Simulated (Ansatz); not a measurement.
Start from `[BH2][SnH]([OH])[F]` and change one element to get `B[SiH](O)F`.

Ansatz, PBE0-D4/def2-TZVP geometries, multiplicity 1. Each molecule was computed in one conformer, which needn't be the lowest.

Elements past krypton have def2 core potentials.

```
                                          property  `[BH2][SnH]([OH])[F]`
              HOMO–LUMO gap (PBE0/def2-TZVPP) / eV                   5.22
    size of the dipole moment (PBE/def2-TZVPP) / D                   2.38
                HOMO energy (PBE0/def2-TZVPP) / eV                  -8.42
size of the dipole moment (ωB97M-V/def2-TZVPP) / D                   2.58
             LUMO energy (ωB97M-V/def2-TZVPP) / eV                  -1.23
             HOMO–LUMO gap (B3LYP/def2-TZVPP) / eV                   4.78
```

Q: Give the same properties after the change, and the shifts. (Best estimate.)

A: The calculation gave: 
```json
{"property": "HOMO–LUMO gap (PBE0/def2-TZVPP) / eV", "`B[SiH](O)F`": "5.54", "shift": "0.32"}
{"property": "size of the dipole moment (PBE/def2-TZVPP) / D", "`B[SiH](O)F`": "1.75", "shift": "-0.63"}
{"property": "HOMO energy (PBE0/def2-TZVPP) / eV", "`B[SiH](O)F`": "-8.28", "shift": "0.14"}
{"property": "size of the dipole moment (ωB97M-V/def2-TZVPP) / D", "`B[SiH](O)F`": "1.86", "shift": "-0.72"}
{"property": "LUMO energy (ωB97M-V/def2-TZVPP) / eV", "`B[SiH](O)F`": "-0.75", "shift": "0.48"}
{"property": "HOMO–LUMO gap (B3LYP/def2-TZVPP) / eV", "`B[SiH](O)F`": "5.14", "shift": "0.36"}
```

With PBE0 the HOMO rises by 0.14 eV and the LUMO rises by 0.46 eV, so the gap widens by about 0.32 eV. PBE moves the HOMO by 0.01 eV and ωB97M-V by 0.15 eV. Dipoles are sizes alone; their direction can turn.

B3LYP here is the variant with VWN-RPA as its local correlation; programs differ in this.
